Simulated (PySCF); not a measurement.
Geometry:
```json
{"atom": "C1", "x (Å)": "-2.238", "y (Å)": "-0.376", "z (Å)": "0.535"}
{"atom": "O2", "x (Å)": "-0.845", "y (Å)": "-0.287", "z (Å)": "0.382"}
{"atom": "C3", "x (Å)": "-0.372", "y (Å)": "0.677", "z (Å)": "-0.426"}
{"atom": "C4", "x (Å)": "0.939", "y (Å)": "0.783", "z (Å)": "-0.681"}
{"atom": "Si5", "x (Å)": "2.152", "y (Å)": "-0.415", "z (Å)": "0.049"}
{"atom": "Cl6", "x (Å)": "4.056", "y (Å)": "0.158", "z (Å)": "-0.560"}
{"atom": "H7", "x (Å)": "-2.432", "y (Å)": "-1.169", "z (Å)": "1.267"}
{"atom": "H8", "x (Å)": "-2.665", "y (Å)": "0.569", "z (Å)": "0.913"}
{"atom": "H9", "x (Å)": "-2.733", "y (Å)": "-0.641", "z (Å)": "-0.416"}
{"atom": "H10", "x (Å)": "-1.126", "y (Å)": "1.357", "z (Å)": "-0.846"}
{"atom": "H11", "x (Å)": "1.268", "y (Å)": "1.591", "z (Å)": "-1.339"}
{"atom": "H12", "x (Å)": "1.930", "y (Å)": "-1.809", "z (Å)": "-0.431"}
{"atom": "H13", "x (Å)": "2.142", "y (Å)": "-0.410", "z (Å)": "1.539"}
```

Geometry: PBE0-D3(BJ)/def2-SVP; GIAO shifts from PySCF, gas phase, non-relativistic, averaged over equivalent atoms.

At HF/pcSseg-1 (151 basis functions, 10 s wall time on 1 thread of an Arm Neoverse V1, shared host):
```json
{"atoms": "C3", "δ (ppm)": "169.1"}
{"atoms": "C4", "δ (ppm)": "98.7"}
{"atoms": "C1", "δ (ppm)": "53.5"}
{"atoms": "O2", "δ (ppm)": "71.7"}
{"atoms": "Si5", "δ (ppm)": "-23.8"}
{"atoms": "Cl6", "δ (ppm)": "-85.0"}
{"atoms": "H10", "δ (ppm)": "6.51"}
{"atoms": "H12/H13", "δ (ppm)": "4.94"}
{"atoms": "H11", "δ (ppm)": "4.35"}
{"atoms": "H7/H8/H9", "δ (ppm)": "3.42"}
```

δ = σ(ref) − σ, references computed at the same level: TMS for 13C (190.85 ppm), 29Si (393.43 ppm), 1H (31.69 ppm); 17O (333.31 ppm) vs H2O; HCl for 35Cl (955.90 ppm).

**Question.** Predict the values at BHandHLYP/pcSseg-1 on the same geometry.

**Answer.** 
```csv
atoms,δ at BHandHLYP/pcSseg-1,change
C3,169.0,-0.1
C4,100.8,+2.1
C1,57.2,+3.7
O2,102.5,+30.8
Si5,-21.2,+2.6
Cl6,-74.0,+11.0
H10,6.43,-0.08
H12/H13,5.16,+0.22
H11,4.34,-0.01
H7/H8/H9,3.53,+0.11
```

Shifts are taken against calculated references (same method and geometry level): TMS for 13C (183.98 ppm) and 29Si (358.43 ppm) and 1H (31.44 ppm); 17O (334.77 ppm) vs H2O; HCl for 35Cl (941.73 ppm).

The largest change is at O2 (ether oxygen). Cost: 151 basis functions, 23 s wall time on 1 thread of an Arm Neoverse V1, shared host. The order of the carbon signals is the same at both levels.

Experimental scales use liquid or dissolved standards, which lie at an offset from isolated H2O (liquid H2O: subtract about 36 ppm).
